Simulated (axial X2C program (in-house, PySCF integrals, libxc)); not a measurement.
**Spin–orbit effects down a group: molecules with H, HF**

Computed with an axial X2C code built on PySCF integrals, spin-free (one-electron X2C) or two-component (2c: spin–orbit coupling with atomic mean-field Coulomb and Gaunt terms, which also bring small scalar terms), in Dyall basis sets with cores contracted in-house; open shells are unrestricted.

Basis sets: Cr dyall-cv3z, H dyall-v3z, Mo dyall-cv3z, W dyall-v3z.

```
molecule   spin-free state  Re (Å)  ωe (cm⁻¹)  De (eV)  2c state  Re 2c (Å)  ωe 2c (cm⁻¹)  De 2c (eV)
     CrH  M_S = 5/2, Λ = 0   1.720     1620.6     1.22   Ω = 5/2      1.720        1620.0        1.22
     MoH  M_S = 5/2, Λ = 0   1.780     1598.5     1.26   Ω = 5/2      1.780        1596.2        1.26
      WH  M_S = 5/2, Λ = 0   1.750     1848.5      n/a   Ω = 5/2      1.749        1849.4         n/a
```

(1) Work out the shifts from the spin-free to the two-component result.

Each entry is the lowest single determinant of a limited PBE0 search at one distance. De goes to single-determinant-based atoms at the same level (for ions the charge split of lowest energy) and is withheld (n/a) where an atom does not fit its ground term or J level. Main or longest-lived isotopes. One determinant is a doubtful description, or other states lie close, for CrH, MoH, WH; these need not be ground states, and all values refer to the states named. With several unpaired electrons the Ω given is that of one determinant, not necessarily of the lowest component.

Results:

(1) 

```
molecule  2c state  ΔRe (Å)  Δωe (cm⁻¹)  ΔDe (eV)
     CrH   Ω = 5/2    0.000        -0.6      0.00
     MoH   Ω = 5/2    0.000        -2.3      0.00
      WH   Ω = 5/2   -0.001         0.9       n/a
```

Shifts of one unit in the last digit are rounding.
